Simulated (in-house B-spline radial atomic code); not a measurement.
A fraction x of an electron is removed from 3s in Sc³⁺, starting from [Ne] 3s2 3p6 and keeping the highest spin. Level of theory: scalar-relativistic (X2C) OLYP, spin-polarised, spherical fractional occupations, Fermi nucleus of rms radius 3.5459 fm; calculated with an all-electron radial atomic-structure program (B-spline basis).

```json
{"x": "0", "E(x) - E(0) (eV)": "0.0000", "3s down level (eV)": "-86.723"}
{"x": "0.01", "E(x) - E(0) (eV)": "0.8682", "3s down level (eV)": "-86.907"}
{"x": "0.21", "E(x) - E(0) (eV)": "18.6181", "3s down level (eV)": "-90.597"}
{"x": "0.28", "E(x) - E(0) (eV)": "25.0052", "3s down level (eV)": "-91.894"}
{"x": "0.39", "E(x) - E(0) (eV)": "35.2259", "3s down level (eV)": "-93.939"}
{"x": "0.5", "E(x) - E(0) (eV)": "45.6720", "3s down level (eV)": "-95.990"}
{"x": "0.6", "E(x) - E(0) (eV)": "?", "3s down level (eV)": "?"}
{"x": "0.75", "E(x) - E(0) (eV)": "70.2547", "3s down level (eV)": "-100.676"}
{"x": "0.78", "E(x) - E(0) (eV)": "73.2835", "3s down level (eV)": "-101.241"}
{"x": "0.91", "E(x) - E(0) (eV)": "?", "3s down level (eV)": "?"}
{"x": "1", "E(x) - E(0) (eV)": "96.0125", "3s down level (eV)": "-"}
```

Problem. What belongs in the row x = 0.6?

Solution. An energy change of 55.3645 eV; 3s down at -97.861 eV.

Problem. What belongs in the row x = 0.91?

Solution. An energy change of 86.6039 eV; 3s down at -103.690 eV.

Problem. Check Janak's theorem between x = 0.01 and 0.21.

Solution. The slope of the energy is 88.75 eV; the orbital levels give 88.75 eV (-ε of the emptying orbital, averaged over the two points).
